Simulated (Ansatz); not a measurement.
A short molecular-dynamics run on `CC(C)[CH2][Ge]([Cl])([Cl])[Cl]`.

```yaml
crystal:
  periodic: [false, false, false]
  atoms:
    - {symbol: C, position_ang: [-0.184246, -1.966970, 0.694279]}
    - {symbol: C, position_ang: [-0.325028, -0.647346, -0.053635]}
    - {symbol: C, position_ang: [-1.507891, 0.152511, 0.470656]}
    - {symbol: C, position_ang: [0.984283, 0.131313, 0.042077]}
    - {symbol: Ge, position_ang: [1.059842, 1.773506, -0.991642]}
    - {symbol: Cl, position_ang: [3.088996, 2.270071, -1.455046]}
    - {symbol: Cl, position_ang: [0.237115, 3.463398, 0.031422]}
    - {symbol: Cl, position_ang: [0.011117, 1.590706, -2.848996]}
    - {symbol: H, position_ang: [-1.097193, -2.560836, 0.607102]}
    - {symbol: H, position_ang: [-0.000087, -1.792077, 1.758648]}
    - {symbol: H, position_ang: [0.644267, -2.562668, 0.303656]}
    - {symbol: H, position_ang: [-0.507016, -0.873615, -1.110537]}
    - {symbol: H, position_ang: [-1.349582, 0.445426, 1.512995]}
    - {symbol: H, position_ang: [-1.679646, 1.063715, -0.107536]}
    - {symbol: H, position_ang: [-2.423200, -0.441411, 0.425152]}
    - {symbol: H, position_ang: [1.200441, 0.419038, 1.076368]}
    - {symbol: H, position_ang: [1.828727, -0.465261, -0.314661]}
basis:
  gaussian: {orbitals: "6-31G*"}
hamiltonian: {xc: {name: revPBE}, dispersion: d4}
md: {timestep: 0.5 fs, n_steps: 50, ensemble: nve, temperature: 1000, initial_velocities: maxwell_boltzmann, seed: 303}
```

```sh
$ ansatz run in.yaml --threads 5 --pin off --events-out ev --progress --plain --max-ram 66560MiB --backend cpu
```

| step | time (fs) | potential energy (eV) | kinetic (eV) | T (K) | conserved (eV) |
| --- | --- | --- | --- | --- | --- |
| 0 | 0.0 | -98365.0358 | 1.9389 | 1000 | -98363.0969 |
| 1 | 0.5 | -98365.0029 | 1.9069 | 984 | -98363.0959 |
| 2 | 1.0 | -98364.9035 | 1.8095 | 933 | -98363.0940 |
| 3 | 1.5 | -98364.7650 | 1.6730 | 863 | -98363.0920 |
| 4 | 2.0 | -98364.6175 | 1.5271 | 788 | -98363.0904 |
| 5 | 2.5 | -98364.4856 | 1.3961 | 720 | -98363.0895 |
| 6 | 3.0 | -98364.3842 | 1.2950 | 668 | -98363.0892 |
| 7 | 3.5 | -98364.3186 | 1.2293 | 634 | -98363.0893 |
| 8 | 4.0 | -98364.2871 | 1.1974 | 618 | -98363.0897 |
| 9 | 4.5 | -98364.2836 | 1.1933 | 615 | -98363.0903 |
| 10 | 5.0 | -98364.2991 | 1.2081 | 623 | -98363.0910 |
| 11 | 5.5 | -98364.3220 | 1.2300 | 634 | -98363.0919 |
| 12 | 6.0 | -98364.3383 | 1.2454 | 642 | -98363.0929 |
| 13 | 6.5 | -98364.3344 | 1.2409 | 640 | -98363.0936 |
| 14 | 7.0 | -98364.3021 | 1.2086 | 623 | -98363.0935 |
| 15 | 7.5 | -98364.2456 | 1.1534 | 595 | -98363.0923 |
| 16 | 8.0 | -98364.1864 | 1.0962 | 565 | -98363.0901 |
| 17 | 8.5 | -98364.1582 | 1.0700 | 552 | -98363.0882 |
| 18 | 9.0 | -98364.1904 | 1.1025 | 569 | -98363.0879 |
| 19 | 9.5 | -98364.2872 | 1.1975 | 618 | -98363.0897 |
| 20 | 10.0 | -98364.4209 | 1.3282 | 685 | -98363.0927 |
| 21 | 10.5 | -98364.5461 | 1.4509 | 748 | -98363.0952 |
| 22 | 11.0 | -98364.6230 | 1.5267 | 787 | -98363.0962 |
| 23 | 11.5 | -98364.6340 | 1.5383 | 793 | -98363.0956 |
| 24 | 12.0 | -98364.5856 | 1.4915 | 769 | -98363.0941 |
| 25 | 12.5 | -98364.5003 | 1.4080 | 726 | -98363.0923 |
| 26 | 13.0 | -98364.4048 | 1.3139 | 678 | -98363.0908 |
| 27 | 13.5 | -98364.3213 | 1.2313 | 635 | -98363.0900 |
| 28 | 14.0 | -98364.2633 | 1.1736 | 605 | -98363.0897 |
| 29 | 14.5 | -98364.2358 | 1.1461 | 591 | -98363.0897 |
| 30 | 15.0 | -98364.2380 | 1.1480 | 592 | -98363.0900 |
| 31 | 15.5 | -98364.2650 | 1.1745 | 606 | -98363.0905 |
| 32 | 16.0 | -98364.3095 | 1.2184 | 628 | -98363.0911 |
| 33 | 16.5 | -98364.3612 | 1.2692 | 655 | -98363.0920 |
| 34 | 17.0 | -98364.4066 | 1.3136 | 678 | -98363.0930 |
| 35 | 17.5 | -98364.4310 | 1.3371 | 690 | -98363.0939 |
| 36 | 18.0 | -98364.4223 | 1.3280 | 685 | -98363.0942 |
| 37 | 18.5 | -98364.3781 | 1.2846 | 663 | -98363.0935 |
| 38 | 19.0 | -98364.3126 | 1.2209 | 630 | -98363.0916 |
| 39 | 19.5 | -98364.2568 | 1.1675 | 602 | -98363.0893 |
| 40 | 20.0 | -98364.2466 | 1.1586 | 598 | -98363.0880 |
| 41 | 20.5 | -98364.3017 | 1.2129 | 626 | -98363.0888 |
| 42 | 21.0 | -98364.4097 | 1.3182 | 680 | -98363.0914 |
| 43 | 21.5 | -98364.5307 | 1.4364 | 741 | -98363.0943 |
| 44 | 22.0 | -98364.6194 | 1.5233 | 786 | -98363.0961 |
| 45 | 22.5 | -98364.6465 | 1.5503 | 800 | -98363.0962 |
| 46 | 23.0 | -98364.6078 | 1.5128 | 780 | -98363.0950 |
| 47 | 23.5 | -98364.5194 | 1.4262 | 736 | -98363.0932 |
| 48 | 24.0 | -98364.4076 | 1.3161 | 679 | -98363.0915 |
| 49 | 24.5 | -98364.2979 | 1.2076 | 623 | -98363.0903 |
| 50 | 25.0 | -98364.2094 | 1.1197 | 578 | -98363.0896 |

Velocities are drawn at the set temperature; a run this short doesn't reach equilibrium.

Frames (Å, forces in eV/Å):

```xyz
17
time=0.0 fs
C    -0.184   -1.967    0.694    0.053   -0.098    0.070
C    -0.325   -0.647   -0.054   -0.068    0.029   -0.161
C    -1.508    0.153    0.471   -0.091    0.100    0.032
C     0.984    0.131    0.042    0.084   -0.024    0.046
Ge    1.060    1.774   -0.992   -0.048   -0.268    0.188
Cl    3.089    2.270   -1.455    0.655    0.148   -0.147
Cl    0.237    3.463    0.031   -0.261    0.521    0.336
Cl    0.011    1.591   -2.849   -0.327   -0.072   -0.572
H    -1.097   -2.561    0.607   -0.315   -0.204   -0.030
H     0.000   -1.792    1.759    0.060    0.047    0.367
H     0.644   -2.563    0.304    0.289   -0.223   -0.129
H    -0.507   -0.874   -1.111   -0.052   -0.078   -0.345
H    -1.350    0.445    1.513    0.045    0.101    0.348
H    -1.680    1.064   -0.108   -0.057    0.294   -0.188
H    -2.423   -0.441    0.425   -0.323   -0.203   -0.008
H     1.200    0.419    1.076    0.069    0.108    0.321
H     1.829   -0.465   -0.315    0.287   -0.178   -0.126
17
time=2.5 fs
C    -0.171   -1.984    0.662   -1.792   -0.017    0.607
C    -0.329   -0.641   -0.045   -0.391   -0.558   -2.443
C    -1.494    0.142    0.502   -1.341    1.079   -0.575
C     0.974    0.122    0.015   -0.402    0.591    0.561
Ge    1.060    1.777   -0.991   -0.073   -0.510    0.046
Cl    3.079    2.264   -1.438    0.902    0.210   -0.196
Cl    0.245    3.480    0.009   -0.269    0.498    0.397
Cl    0.010    1.586   -2.838   -0.405   -0.042   -0.743
H    -1.128   -2.576    0.607    0.737    0.041   -0.652
H    -0.086   -1.912    1.755    0.540    0.515    0.255
H     0.689   -2.474    0.263    0.697   -1.076   -0.331
H    -0.496   -0.845   -1.203    0.009    0.103    1.887
H    -1.265    0.381    1.570   -0.299    0.191   -0.351
H    -1.638    1.164   -0.118   -0.129   -2.108    1.385
H    -2.432   -0.542    0.492    1.008    1.316   -0.138
H     1.157    0.463    1.023    0.123    0.266    0.994
H     1.798   -0.518   -0.208    1.087   -0.499   -0.704
17
time=5.0 fs
C    -0.166   -2.000    0.632   -0.663   -0.436    0.829
C    -0.335   -0.638   -0.048   -0.299   -0.760   -2.134
C    -1.487    0.136    0.532   -0.590    0.708    0.124
C     0.962    0.114   -0.009    1.211    0.200    1.818
Ge    1.059    1.779   -0.991   -0.075   -0.664   -0.030
Cl    3.071    2.259   -1.422    1.127    0.268   -0.243
Cl    0.252    3.498   -0.014   -0.297    0.460    0.441
Cl    0.008    1.582   -2.828   -0.492   -0.029   -0.896
H    -1.121   -2.591    0.570    0.754   -0.143   -0.990
H    -0.140   -2.002    1.762    0.792    0.742   -0.594
H     0.765   -2.443    0.207   -0.705   -0.629    0.360
H    -0.487   -0.811   -1.194   -0.253   -0.126    1.553
H    -1.198    0.328    1.608   -0.497    0.275   -0.642
H    -1.606    1.151   -0.053   -0.434   -1.724    1.168
H    -2.389   -0.570    0.552    0.556    1.341   -0.241
H     1.120    0.519    1.021    0.007   -0.216    0.035
H     1.821   -0.592   -0.139   -0.143    0.734   -0.558
17
time=7.5 fs
C    -0.164   -2.019    0.606    0.688   -0.185    0.427
C    -0.341   -0.638   -0.060    0.181   -0.592    0.671
C    -1.482    0.134    0.562    1.627   -1.384    1.480
C     0.956    0.108   -0.024    1.840    0.223    2.632
Ge    1.059    1.781   -0.991   -0.125   -0.757   -0.012
Cl    3.065    2.254   -1.406    1.333    0.316   -0.292
Cl    0.259    3.517   -0.035   -0.330    0.412    0.467
Cl    0.006    1.577   -2.819   -0.564   -0.030   -1.018
H    -1.072   -2.615    0.475    0.019   -0.545   -0.894
H    -0.149   -2.049    1.738    0.700    0.722   -0.683
H     0.804   -2.450    0.171   -1.325   -0.267    0.661
H    -0.493   -0.787   -1.106   -0.743   -0.578   -1.296
H    -1.158    0.292    1.612   -0.336    0.358   -0.022
H    -1.600    1.050    0.073   -0.882    1.783   -0.815
H    -2.320   -0.527    0.597   -1.386   -0.160   -0.188
H     1.084    0.563    1.022    0.028   -0.645   -0.591
H     1.839   -0.625   -0.104   -0.725    1.328   -0.526
17
time=10.0 fs
C    -0.159   -2.039    0.582    0.035    0.133   -0.549
C    -0.348   -0.641   -0.069    0.357   -0.565    1.468
C    -1.469    0.125    0.599    1.608   -1.516    0.755
C     0.958    0.104   -0.026    0.629    0.819    2.085
Ge    1.059    1.783   -0.991   -0.293   -0.798    0.048
Cl    3.060    2.249   -1.390    1.511    0.350   -0.339
Cl    0.265    3.536   -0.056   -0.334    0.375    0.473
Cl    0.002    1.573   -2.813   -0.590   -0.032   -1.097
H    -1.019   -2.669    0.330   -0.096   -0.291   -0.242
H    -0.117   -2.054    1.679    0.254    0.406    0.232
H     0.772   -2.475    0.171   -0.228   -0.315    0.175
H    -0.543   -0.794   -1.086   -0.767   -0.524   -2.100
H    -1.138    0.276    1.616   -0.025    0.359    0.898
H    -1.644    1.044    0.157   -0.695    2.284   -1.129
H    -2.326   -0.488    0.632   -1.660   -0.710   -0.053
H     1.051    0.571    0.995    0.168   -0.529   -0.049
H     1.821   -0.586   -0.102    0.125    0.554   -0.576
17
time=12.5 fs
C    -0.155   -2.058    0.556   -1.430    0.067   -1.280
C    -0.352   -0.647   -0.073   -0.243   -1.058   -1.536
C    -1.450    0.109    0.640   -1.742    1.099   -0.642
C     0.963    0.103   -0.018   -1.172    1.274    0.721
Ge    1.058    1.784   -0.990   -0.541   -0.720    0.148
Cl    3.059    2.245   -1.375    1.627    0.354   -0.374
Cl    0.271    3.556   -0.075   -0.309    0.346    0.456
Cl   -0.002    1.568   -2.808   -0.565   -0.033   -1.126
H    -0.969   -2.737    0.172    0.219    0.467    0.806
H    -0.071   -2.036    1.631   -0.265   -0.011    0.815
H     0.729   -2.519    0.179    1.307   -0.429   -0.481
H    -0.632   -0.829   -1.170    0.206    0.260    1.023
H    -1.122    0.281    1.668   -0.114    0.143    0.461
H    -1.724    1.151    0.184    0.567   -1.526    0.519
H    -2.417   -0.483    0.663    0.781    0.444    0.018
H     1.027    0.549    0.967    0.321   -0.049    1.104
H     1.813   -0.517   -0.134    1.352   -0.627   -0.631
17
time=15.0 fs
C    -0.156   -2.077    0.523   -0.083   -0.451   -0.919
C    -0.358   -0.659   -0.084   -0.457   -0.971   -1.992
C    -1.439    0.099    0.678   -2.708    1.732   -0.087
C     0.964    0.108   -0.006   -0.379    0.426    0.184
Ge    1.057    1.784   -0.990   -0.746   -0.522    0.332
Cl    3.060    2.242   -1.361    1.656    0.331   -0.398
Cl    0.276    3.577   -0.095   -0.287    0.306    0.417
Cl   -0.008    1.563   -2.805   -0.520   -0.049   -1.115
H    -0.910   -2.781    0.060   -0.130    0.579    1.302
H    -0.040   -2.018    1.624   -0.646   -0.383   -0.148
H     0.752   -2.584    0.165    0.579    0.430   -0.148
H    -0.711   -0.851   -1.205    0.759    0.644    1.868
H    -1.113    0.294    1.743   -0.318   -0.219   -0.683
H    -1.774    1.183    0.234    1.132   -2.222    0.687
H    -2.470   -0.457    0.695    1.703    0.541    0.098
H     1.022    0.521    0.998    0.381   -0.127    0.829
H     1.872   -0.474   -0.201    0.067   -0.046   -0.228
17
time=17.5 fs
C    -0.158   -2.098    0.486    1.919   -0.261   -0.104
C    -0.366   -0.674   -0.103   -0.038   -0.202    0.239
C    -1.440    0.096    0.715   -0.837    0.590    0.350
C     0.963    0.116    0.007    0.699   -0.149    0.514
Ge    1.055    1.784   -0.989   -0.835   -0.286    0.567
Cl    3.064    2.239   -1.347    1.602    0.298   -0.413
Cl    0.281    3.598   -0.113   -0.275    0.244    0.365
Cl   -0.014    1.558   -2.804   -0.472   -0.080   -1.066
H    -0.861   -2.795    0.021   -0.933   -0.102    0.894
H    -0.046   -2.022    1.610   -0.708   -0.565   -0.823
H     0.808   -2.624    0.142   -0.582    1.129    0.250
H    -0.749   -0.837   -1.141    0.476    0.507    0.223
H    -1.121    0.295    1.782   -0.133   -0.390   -0.743
H    -1.760    1.094    0.321    0.774   -0.239   -0.210
H    -2.431   -0.404    0.733    0.377   -0.484    0.171
H     1.040    0.484    1.073    0.305   -0.511   -0.590
H     1.935   -0.436   -0.281   -1.337    0.502    0.376
17
time=20.0 fs
C    -0.150   -2.120    0.449    1.833    0.280   -0.086
C    -0.374   -0.691   -0.121    0.976    0.738    3.776
C    -1.444    0.095    0.755    2.138   -2.442    0.314
C     0.964    0.123    0.023    0.231   -0.272    0.401
Ge    1.053    1.783   -0.988   -0.881   -0.019    0.766
Cl    3.071    2.237   -1.334    1.475    0.247   -0.415
Cl    0.285    3.619   -0.131   -0.253    0.162    0.307
Cl   -0.022    1.553   -2.805   -0.400   -0.110   -0.968
H    -0.865   -2.813    0.034   -1.046   -0.451    0.327
H    -0.093   -2.058    1.554   -0.417   -0.418   -0.165
H     0.834   -2.602    0.131   -0.607    0.812    0.117
H    -0.764   -0.794   -1.072   -0.525    0.141   -2.686
H    -1.135    0.274    1.784    0.404   -0.250    0.407
H    -1.705    1.005    0.390   -0.336    3.468   -1.710
H    -2.376   -0.381    0.781   -1.733   -1.570    0.153
H     1.075    0.419    1.118    0.184   -0.393   -1.019
H     1.926   -0.372   -0.340   -1.043    0.076    0.481
17
time=22.5 fs
C    -0.135   -2.141    0.410   -0.935    0.300   -0.459
C    -0.377   -0.705   -0.122    0.023    1.059    1.911
C    -1.441    0.085    0.794    0.023   -0.679   -1.802
C     0.966    0.128    0.040   -1.441   -0.123   -0.301
Ge    1.049    1.783   -0.986   -0.920    0.269    0.898
Cl    3.080    2.235   -1.322    1.278    0.170   -0.398
Cl    0.289    3.641   -0.148   -0.210    0.071    0.241
Cl   -0.029    1.548   -2.807   -0.292   -0.118   -0.833
H    -0.923   -2.852    0.070    0.205    0.275    0.067
H    -0.163   -2.118    1.490    0.019   -0.092    0.851
H     0.831   -2.535    0.125    0.606   -0.266   -0.386
H    -0.798   -0.739   -1.132    0.349    0.170   -0.354
H    -1.126    0.238    1.808    0.650   -0.053    0.946
H    -1.659    1.078    0.376    0.087    0.133   -0.168
H    -2.403   -0.438    0.837   -0.197   -0.298   -0.083
H     1.122    0.333    1.109    0.173    0.114    0.007
H     1.862   -0.307   -0.375    0.581   -0.933   -0.138
17
time=25.0 fs
C    -0.124   -2.161    0.370   -2.370    0.265    0.626
C    -0.381   -0.713   -0.114   -0.789    1.467   -0.085
C    -1.437    0.070    0.826   -1.008    0.461   -1.614
C     0.962    0.133    0.056   -1.673   -0.493   -1.195
Ge    1.045    1.782   -0.984   -0.846    0.493    0.968
Cl    3.091    2.234   -1.311    1.021    0.087   -0.366
Cl    0.293    3.663   -0.165   -0.165   -0.031    0.179
Cl   -0.038    1.543   -2.811   -0.174   -0.110   -0.679
H    -0.972   -2.877    0.107    1.039    0.585   -0.484
H    -0.233   -2.184    1.467    0.553    0.192    0.262
H     0.859   -2.481    0.098    0.783   -0.788   -0.439
H    -0.813   -0.676   -1.217    1.040   -0.089    1.900
H    -1.082    0.198    1.876    0.110   -0.072   -0.473
H    -1.612    1.169    0.348    0.105   -2.316    1.121
H    -2.443   -0.515    0.888    1.335    1.005   -0.266
H     1.179    0.252    1.100    0.218    0.426    0.872
H     1.826   -0.293   -0.416    0.821   -1.081   -0.327
```

It took 3.3 min on 5 threads of an AMD EPYC 7R13 on a shared host, with 0.38 GiB of host memory at the peak.
